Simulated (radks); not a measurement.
Results of a calculation; reference values are marked as such.
Task: Ionisation of Rb31+, [He] 2s2 2p2, to Rb32+, [He] 2s2 2p1, under several functionals. Scalar-relativistic Kohn-Sham, spin-polarised, spherical densities, finite nucleus; open shells are filled with parallel spins first (spin-orbit coupling, left out, can overturn this in heavy ions); a radial shooting solver on a logarithmic mesh with Libxc functionals. Known Delta-SCF values: SCAN 3797.4 eV; exchange-only PBE 3792.2 eV. What does HCTH/407 give, and what is its highest occupied eigenvalue?

Result: 3798.6 eV by Delta-SCF; the 2p eigenvalue is -3723.4 eV. NIST: 3815 eV (semi-empirical).
